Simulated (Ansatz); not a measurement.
In3O8H7⁺, a hydroxylated oxide cluster, relaxed as a doublet with UKS PBE-D4/def2-SVP in Ansatz, starting from the PBE-D4/def2-SVP geometry of the neutral singlet. Force threshold 0.03 eV/Å.

In the def2 sets In takes a core potential; there is no spin–orbit coupling. The gap within one spin of the relaxed charge 1 doublet nearly closes, so an electron or hole may be smeared out by delocalisation error.

Start:

Cartesian coordinates in Å:
```
In 1.319 -0.998 0.424
In -1.901 -0.877 0.081
In 0.226 1.284 -1.139
O 0.303 3.008 -2.180
O -3.686 -1.802 0.151
O -1.852 1.280 -0.101
O 2.229 0.314 -1.172
O 0.696 1.041 1.060
O -0.205 -0.821 -1.137
O 2.717 -2.278 1.127
O -0.515 -1.574 1.581
H -0.563 3.449 -2.068
H -4.367 -1.161 -0.132
H -1.561 1.614 0.776
H 2.952 0.901 -0.875
H 1.467 1.567 1.352
H 3.347 -2.440 0.397
H -0.606 -2.507 1.856
```

```json
{"step": "1", "energy (eV)": "-31979.7886", "largest force component (eV/Å)": "0.385", "SCF passes": "80"}
{"step": "2", "energy (eV)": "-31979.8563", "largest force component (eV/Å)": "0.723", "SCF passes": "40"}
{"step": "3", "energy (eV)": "-31979.9224", "largest force component (eV/Å)": "0.411", "SCF passes": "44"}
{"step": "4", "energy (eV)": "-31979.9478", "largest force component (eV/Å)": "0.290", "SCF passes": "40"}
{"step": "5", "energy (eV)": "-31979.9748", "largest force component (eV/Å)": "0.201", "SCF passes": "44"}
{"step": "6 (rejected)", "energy (eV)": "-31979.9716", "largest force component (eV/Å)": "0.590", "SCF passes": "40"}
{"step": "7", "energy (eV)": "-31979.9922", "largest force component (eV/Å)": "0.121", "SCF passes": "39"}
{"step": "8", "energy (eV)": "-31980.0020", "largest force component (eV/Å)": "0.054", "SCF passes": "38"}
{"step": "9", "energy (eV)": "-31980.0071", "largest force component (eV/Å)": "0.232", "SCF passes": "37"}
{"step": "10", "energy (eV)": "-31980.0093", "largest force component (eV/Å)": "0.141", "SCF passes": "32"}
{"step": "11 (rejected)", "energy (eV)": "-31980.0069", "largest force component (eV/Å)": "0.234", "SCF passes": "32"}
{"step": "12", "energy (eV)": "-31980.0109", "largest force component (eV/Å)": "0.020", "SCF passes": "35"}
```

Force components are those of the run's own axes.

End:

```xyz
18

In    1.3365   -1.0915    0.4380
In   -1.9355   -0.8770    0.1337
In    0.1472    1.4239   -0.9586
O     0.4251    3.1551   -1.9441
O    -3.6616   -1.9003    0.1980
O    -1.9188    1.2562   -0.1375
O     2.1814    0.4151   -1.0708
O     0.9058    0.9869    1.0841
O    -0.1852   -0.6938   -1.0326
O     2.8188   -2.2767    1.1135
O    -0.5028   -1.5802    1.5525
H    -0.4298    3.5762   -2.1754
H    -4.3688   -1.4414   -0.3037
H    -2.2180    1.8434    0.5857
H     3.0529    0.6845   -1.4307
H     1.6421    1.5132    1.4608
H     3.3547   -2.6276    0.3708
H    -0.6440   -2.3661    2.1165
```

By distances, no bond broke or formed. The bond that changes most is In3–O6, from 2.32 to 2.23 Å (atoms count from 1).

No frequencies were taken in this run, so the end may be a saddle point.

It took 86 s on 4 threads of Arm Neoverse V2 on a shared host.
